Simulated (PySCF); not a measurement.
## Substituent effects on chemical shifts

Parent skeleton `[CH2:1]=[C:2]1[CH2:3][SiH2:4]1`; one hydrogen on atom 3 is replaced by X. Hydrogens on one atom are averaged.

How the numbers were obtained: coordinates at the GFN2-xTB level, shieldings: GIAO PBE0/pcSseg-1, in PySCF 2.14 (one conformer, in vacuum, fast rotation and ring inversion assumed for equivalent nuclei, relativity neglected).

References, each an isolated molecule treated in the same way: TMS for 13C (186.93 ppm) and 29Si (349.16 ppm) and 1H (31.72 ppm).

(1) Give δ (ppm) for X = propynyl, NHCOCH3, Ph.

(2) Which position responds most, and to which substituents?

Results:

(1) 
| X | SMILES | C1 | C2 | C3 | Si4 | H(C1) | H(C3) | H(Si4) |
| --- | --- | --- | --- | --- | --- | --- | --- | --- |
| propynyl | C=C1[SiH2][C@H]1C#CC | 135.3 | 146.9 | 7.5 | -135.5 | 6.80 | 2.08 | 3.33 |
| NHCOCH3 | C=C1[SiH2][C@@H]1NC(C)=O | 134.9 | 147.8 | 32.4 | -134.2 | 6.78 | 4.57 | 3.41 |
| Ph | C=C1[SiH2][C@H]1c1ccccc1 | 138.0 | 152.1 | 25.9 | -132.3 | 6.97 | 2.79 | 3.30 |

(2) H(C3): from 2.08 ppm with propynyl to 4.57 ppm with NHCOCH3.
